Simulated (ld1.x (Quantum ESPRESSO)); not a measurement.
# cadmium (Cd): excitation energies, all-electron against TM

| Quantity | Value |
| --- | --- |
| Element | Cd |
| Generator | ld1.x (Quantum ESPRESSO) 7.5 |
| Type | norm-conserving Troullier–Martins (Kleinman–Bylander form) |
| Functional | revPBE |
| Relativity | fully relativistic |
| Frozen core | [Ar] 3d10 4s2 |
| Valence charge | 18 |
| Reference configuration | 4p6 4d10 5s2 5p0 |
| Partial waves | 5s (bound): rc 2.10 bohr; 4p (bound): rc 1.40 bohr; 4d (bound): rc 1.80 bohr; 4f channel at 0.3 Ry: rc 1.80 bohr |
| Local potential | all-electron potential smoothed inside 1.20 bohr (lloc = -2) |
| Core correction | Bessel-smoothed model core, default radius (core density twice the valence density) |

Open shells are filled in proportion to 2j + 1 (rel_dist='average').

Energies are relative to the spin-unpolarised reference configuration 4p6 4d10 5s2 5p0; without spin polarisation the order of configurations can differ from experiment.

| valence configuration | charge | ΔE all-electron (eV) | error AE − PS (meV) |
| --- | --- | --- | --- |
| 4p6 4d10 5s1 5p0 | +1 | 9.148 | -4.7 |
| 4p6 4d10 5s0 5p0 | +2 | 26.106 | -32 |
| 4p6 4d9 5s0 5p0 | +3 | 64.031 | +30 |
| 4p6 4d10 5s0 5p2 | 0 | 9.597 | +354 |
| 4p5 4d10 5s2 5p0 | +1 | 74.308 | -137 |

Problem. What are ΔE and the potential's error for 4p6 4d9 5s2 5p0?

Solution. ΔE = 17.931 eV all-electron; the error (AE − PS) is -17 meV.

Problem. What are ΔE and the potential's error for 4p6 4d8 5s0 5p0?

Solution. ΔE = 118.015 eV all-electron; the error (AE − PS) is +113 meV.

Levels in the configuration 4p6 4d10 5s0 5p2:

| level | all-electron (eV) | pseudo (eV) |
| --- | --- | --- |
| 4p j=1/2 | -74.605 | -74.035 |
| 4p j=3/2 | -68.800 | -68.249 |
| 4d j=3/2 | -15.690 | -15.261 |
| 4d j=5/2 | -14.984 | -14.560 |
| 5p j=1/2 | -2.895 | -2.838 |
| 5p j=3/2 | -2.649 | -2.721 |

These tests converged, but a pseudo level misses the all-electron one widely, so the file describes the atom poorly there or has found another state: 4p6 4d8 5s0 5p0: empty 5s by 5.2 eV (a node warning on the way).

Note: ghost state, extra bound levels that the all-electron valence spectrum of the same l lacks: s at -73.4 eV. A true bound ghost makes a file unfit for plane-wave use.
